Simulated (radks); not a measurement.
Ionisation of the iodine ion I2+, [Kr] 4d10 5s2 5p3, to [Kr] 4d10 5s2 5p2 as the strength of local exchange is varied. Method: scalar-relativistic Kohn-Sham, Slater X-alpha exchange (alpha = 2/3 is LDA exchange), no correlation, spin-polarised, spherical densities, finite nucleus; open shells are filled with parallel spins first (spin-orbit coupling, left out, can overturn this in heavy ions); Fermi nuclear charge, rms radius 4.75 fm; computed with a radial shooting solver on a logarithmic mesh with Libxc functionals.

alpha = 0.553: E(I2+) (hartree) -7075.38061; exchange (hartree) -140.12288; IE (eV) 27.669; -e of the level emptied (eV) 22.942 (5p); <r> of it (bohr) 2.259
alpha = 0.667: E(I2+) (hartree) -7104.39672; exchange (hartree) -169.66011; IE (eV) 29.353; -e of the level emptied (eV) 24.580 (5p); <r> of it (bohr) 2.212
alpha = 0.72: E(I2+) (hartree) -7117.92471; exchange (hartree) -183.46795; IE (eV) 30.152; -e of the level emptied (eV) 25.359 (5p); <r> of it (bohr) 2.191
alpha = 0.914: E(I2+) (hartree) -7167.64800; exchange (hartree) -234.41878; IE (eV) 33.164; -e of the level emptied (eV) 28.308 (5p); <r> of it (bohr) 2.118
alpha = 0.98: E(I2+) (hartree) -7184.63781; exchange (hartree) -251.89889; IE (eV) 34.219; -e of the level emptied (eV) 29.345 (5p); <r> of it (bohr) 2.094

NIST Atomic Spectra Database: 29.57 eV (measured). The Delta-SCF value meets it near alpha = 0.68. Open shells are spherical and high-spin; term and fine-structure splittings are not resolved. Spin-orbit splitting is averaged out at the scalar-relativistic level.
